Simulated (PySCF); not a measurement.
**How methods differ on the ionisation energy of Sr**

Sr [Kr] 5s2 (1S) → Sr⁺ [Kr] 5s1 (2S), as a difference of total energies. Calculation: PySCF 2.14, in aug-cc-pwCVTZ-X2C with one added diffuse shell each of s, p, d, f type (11s10p8d4f, 109 functions); scalar relativity by spin-free X2C-1e. Correlated levels: valence: [Kr] frozen; valence and next inner shell: [Ar] 3d10 frozen. The calculations carry no spin-orbit coupling.

```csv
method,ionisation energy (eV)
UHF,4.744
LDA,5.870
PBE,5.700
PBE0,5.615
r2SCAN,5.426
TPSSh,5.573
M06-L,5.776
CAM-B3LYP,5.691
MP2 (valence),5.259
SCS-MP2 (valence),5.362
MP2 (valence and next inner shell),5.577
SCS-MP2 (valence and next inner shell),5.614
```

Task: How much does correlation contribute at MP2 (valence and next inner shell)?

Result: 5.577 − (4.744) = 0.833 eV, measured against UHF.

Errors of the correlated levels include the incompleteness of this basis and the frozen core.

For comparison: 5.695 eV (measured; NIST Atomic Spectra Database, ionization energies).
